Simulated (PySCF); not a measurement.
1,1-difluoro-1-methoxyethane (C3H6F2O), SMILES COC(C)(F)F.

The structure is a stationary point at PBE0-D3(BJ)/def2-SVP. One conformer was computed; it need not be the lowest.

Calculation: HF/def2-TZVP run with PySCF.

The molecule is in vacuum.

Computed frontier levels, gap, dipole moment and polarisability:
The highest occupied level comes out as -12.75 eV and the lowest empty level comes out as 3.68 eV. The orbital gap is 16.43 eV and the dipole moment comes out as 3.18 D. The quadrupole, principal values (traceless, Buckingham form, about the centre of nuclear charge) comes out as -4.46, -0.80, 5.26 D·Å, the mean static polarisability is 39.4 bohr³ (5.84 Å³) and the polarisability, principal values comes out as 36.8, 37.5, 44.0 bohr³.
